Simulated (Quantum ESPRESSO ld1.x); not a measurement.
Values are calculated unless marked as measured or tabulated.
Question: Radial electron density D(r) = 4 pi r^2 rho(r) of an atom or ion with 5 electrons. Level of theory: scalar-relativistic Kohn-Sham, LDA (Slater exchange, Perdew-Zunger correlation), spin-polarised, spherical densities, point nucleus (ld1.x of Quantum ESPRESSO 7.5).

```
   r/bohr * D(r) (the largest magnitude, 46.5, reaches the edge; | marks zero)
 0.002428 |            *
 0.003013 |                 *
  0.00371 |                      *
 0.004605 |                             *
 0.005715 |                                    *
 0.007036 |                                           *
 0.008733 |                                                  *
  0.01084 |                                                      *
  0.01334 |                                                      *
  0.01656 |                                                  *
  0.02055 |                                          *
  0.02551 |                                 *
  0.03141 |                            *
  0.03898 |                              *
  0.04838 |                                       *
  0.05956 |                                               *
  0.07393 |                                              *
  0.09175 |                                   *
    0.113 |                    *
   0.1402 |            *
    0.174 |         *
    0.216 |      *
   0.2659 |   *
     0.33 |*
   0.4096 *
   0.5042 *
   0.6258 *
```

What is the nuclear charge?

Answer: Z = 67. The innermost maximum, from 1s, lies near gamma/Z bohr with gamma = sqrt(1 - (Z/c)^2) = 0.872, here 0.013 bohr (found: 0.0122), and its height grows with Z. The density is that of the holmium ion Ho62+ in 1s1 2s2 2p1 3s1; the configuration itself is not fixed sharply by these data, and Z only to a few units. D(r) has 2 maxima, at r = 0.0122, 0.0661 bohr, and minima at 0.0330 bohr, inside which lie 1.06 electrons.
